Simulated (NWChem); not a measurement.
## Lowest excitation of CCl2

```xyz
3

Cl     1.4022     0.0000     0.1491
C      0.0000     0.0000    -0.8450
Cl    -1.4022     0.0000     0.1491
```
Charge 0, spin multiplicity 1.

The numbers come from NWChem runs, not from measurements. The geometry was optimised at PBE0/def2-SVP, a minimum by its harmonic frequencies.

Basis set: aug-cc-pVDZ. CR-EOMCCSD(T) is the triples correction to the same EOM-CCSD root.

```json
[
 {"method": "TD-LDA (SVWN5)", "lowest vertical singlet excitation energy (eV)": "2.36", "difference from EOM-CCSD": "-0.33"},
 {"method": "TD-PBE", "lowest vertical singlet excitation energy (eV)": "2.46", "difference from EOM-CCSD": "-0.23"},
 {"method": "EOM-CCSD", "lowest vertical singlet excitation energy (eV)": "2.69", "difference from EOM-CCSD": "0.00"},
 {"method": "CR-EOMCCSD(T)", "lowest vertical singlet excitation energy (eV)": "2.54", "difference from EOM-CCSD": "-0.15"},
 {"method": "CIS", "lowest vertical singlet excitation energy (eV)": "2.72", "difference from EOM-CCSD": "+0.03"},
 {"method": "TD-B3LYP", "lowest vertical singlet excitation energy (eV)": "2.47", "difference from EOM-CCSD": "-0.22"}
]
```

The values span 0.36 eV, from TD-LDA (SVWN5) (lowest) to CIS (highest). 

The correlated methods keep 11 core orbitals frozen. B3LYP has NWChem's definition, with VWN1-RPA local correlation. The structure started from a generated list of species. Differences from the coupled-cluster row are differences between methods, not errors against experiment.
